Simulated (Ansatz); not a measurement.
One change: `CBOC(=O)O` becomes `O=C(O)O[SiH3]`.

Ansatz, PBE0-D4/def2-TZVP geometries, multiplicity 1. Each molecule was computed in one conformer, which needn't be the lowest.

```json
{"property": "HOMO energy (PBE0/def2-TZVPP) / eV", "`CBOC(=O)O`": "-8.70"}
{"property": "HOMO energy (PBE/def2-TZVPP) / eV", "`CBOC(=O)O`": "-6.96"}
{"property": "HOMO–LUMO gap (ωB97M-V/def2-TZVPP) / eV", "`CBOC(=O)O`": "12.45"}
{"property": "HOMO–LUMO gap (PBE0/def2-TZVPP) / eV", "`CBOC(=O)O`": "7.96"}
{"property": "HOMO–LUMO gap (PBE/def2-TZVPP) / eV", "`CBOC(=O)O`": "5.18"}
{"property": "LUMO energy (PBE/def2-TZVPP) / eV", "`CBOC(=O)O`": "-1.78"}
```

Q: Give the same properties after the change, and the shifts. (Estimate.)

A: Computed: 
```tsv
property	`O=C(O)O[SiH3]`	shift
HOMO energy (PBE0/def2-TZVPP) / eV	-8.74	-0.04
HOMO energy (PBE/def2-TZVPP) / eV	-6.99	-0.03
HOMO–LUMO gap (ωB97M-V/def2-TZVPP) / eV	12.82	0.37
HOMO–LUMO gap (PBE0/def2-TZVPP) / eV	8.68	0.72
HOMO–LUMO gap (PBE/def2-TZVPP) / eV	6.06	0.88
LUMO energy (PBE/def2-TZVPP) / eV	-0.93	0.85
```
